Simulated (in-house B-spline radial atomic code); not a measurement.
The numbers below are computed, except where a source is named.
Be ion on P atom: potential, deflection and energy transfer

The pair potential comes from two frozen, spherical free-atom densities (PBE, B-spline radial code, scalar-relativistic past argon): electrostatics plus the change in Thomas-Fermi kinetic and Dirac exchange energy where they overlap, the recipe behind the universal ZBL potential, which averages such potentials (from solid-state densities) over many pairs. It is written V = (Z1 Z2 e²/r) φ(r/a), with e² = 14.3996 eV·Å and a = 0.46850 Å/(Z1^0.23 + Z2^0.23); ZBL's fit is φ = 0.18175 e^(−3.1998x) + 0.50986 e^(−0.94229x) + 0.28022 e^(−0.4029x) + 0.02817 e^(−0.20162x). Where φ falls below 4e-4 it is continued as an exponential.

Masses 9.01 and 30.97 u.

| x = r/a | φ, this pair | φ, ZBL |
| --- | --- | --- |
| 0.1 | 0.9024 | 0.8928 |
| 0.25 | 0.7845 | 0.7647 |
| 0.5 | 0.6445 | 0.6096 |
| 1 | 0.4524 | 0.4164 |
| 1.5 | 0.3285 | 0.2995 |
| 2 | 0.2471 | 0.2218 |
| 3 | 0.1477 | 0.1292 |
| 4 | 0.09399 | 0.08026 |
| 5 | 0.06382 | 0.05224 |
| 6.5 | 0.03719 | 0.02914 |
| 8 | 0.0208 | 0.01705 |
| 10 | 0.008735 | 0.008778 |
| 12 | 0.003459 | 0.00474 |
| 14.5 | 0.001074 | 0.002328 |

Question: At x = 0.5 the electrostatic, kinetic and exchange parts are 6504.85, 1268.85 and -72.6 eV. Find r, V and φ.

Answer: a = 0.46850/(1.3755 + 1.8642) = 0.14461 Å, so r = 0.07230 Å. V = 6504.85 + 1268.85 + (-72.6) = 7701.10 eV. The bare repulsion is 4 × 15 × 14.3996/0.07230 = 11949 eV, so φ = 0.6445, +5.7 % against ZBL's 0.6096. The kinetic (Pauli) term is 16 % of V here.

Question: The ion comes in at 0.7713 keV with impact parameter 0.7230 Å. The scattering integral gives a centre-of-mass angle of 12.68° and a closest approach of 5.295 a. What are the reduced energy, the energy passed on and the laboratory angles?

Answer: ε = E a M2/(Z1 Z2 e² (M1 + M2)) = 771.3 × 1.2966e-04 = 0.1. The most that one collision can pass on is γE with γ = 4 M1 M2/(M1 + M2)² = 0.6983. Here T = γE sin²(θ/2) = 0.6983 × 771.3 × 0.01219 = 6.567 eV. The ion turns by arctan(sin θ/(cos θ + M1/M2)) = 9.8°, and the struck atom leaves at (180° − θ)/2 = 83.7°. The closest approach is 0.766 Å. With ZBL the angle would be 10.78° and T = 4.755 eV.
